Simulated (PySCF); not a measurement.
**Two-component Hartree-Fock for Bi⁵²⁺ (bismuth, charge +52)**

Start: [Ar] 3d10 4s2 4p1; 4p1/2 filled at m_j = +1/2. Calculated with PySCF 2.14 in an uncontracted even-tempered set (16 s from 8 bohr⁻², ratio 2.8; 13 p from 10 bohr⁻², ratio 2.8; 8 d from 18 bohr⁻², ratio 2.8; 4 f from 43 bohr⁻², ratio 3): generalised Hartree-Fock with the X2C-1e Hamiltonian and a Gaussian nucleus; one run each with spin-orbit coupling (SO) switched off, then screened by Boettger's factors.

| spinor shell | electrons | ε, spin-free (eV) | ε, screened SO (eV) | weight of nominal j (screened SO) | rms radius, screened SO (bohr) |
| --- | --- | --- | --- | --- | --- |
| 1s1/2 | 2 | -93961.5 | -93917.1 | 1.000 | 0.0178 |
| 2s1/2 | 2 | -19380.3 | -19365.0 | 1.000 | 0.0717 |
| 2p1/2 | 2 | -17017.0 | -18704.8 | 1.000 | 0.0605 |
| 2p3/2 | 4 | -17017.0 | -16369.1 | 1.000 | 0.0689 |
| 3s1/2 | 2 | -6767.6 | -6761.5 | 1.000 | 0.181 |
| 3p1/2 | 2 | -6075.6 | -6473.7 | 1.000 | 0.172 |
| 3p3/2 | 4 | -6075.6 | -5917.2 | 1.000 | 0.188 |
| 3d3/2 | 4 | -5399.6 | -5467.2 | 1.000 | 0.163 |
| 3d5/2 | 6 | -5399.6 | -5348.6 | 1.000 | 0.167 |
| 4s1/2 | 2 | -3245.5 | -3243.6 | 1.000 | 0.375 |
| 4p1/2 | 1 | -3012.1 | -3141.4 | 1.000 | 0.364 |

| quantity | spin-free | screened SO |
| --- | --- | --- |
| E (hartree) | -19453.11016 | -19497.31559 |
| M_J | 1/2 | 1/2 |
| ⟨J²⟩ | 1.114 | 0.751 |
| ⟨L²⟩ | 2.002 | 2.089 |
| ⟨S²⟩ | 0.751 | 0.837 |

Each row is a mean over spinors that exchange with the open shell spreads, by up to 8.403 eV (3p1/2).

Breit and QED terms are absent; they matter most for the inner s and p1/2 levels.

Densities and radii are taken from the X2C orbitals without a picture-change correction, which distorts them close to the nucleus.

Without spin-orbit coupling the j labels of p, d and f shells carry no meaning; the spin-free column gives the mean over the occupied spinors of each nl shell, and its ⟨J²⟩ belongs to a mixture of degenerate components.
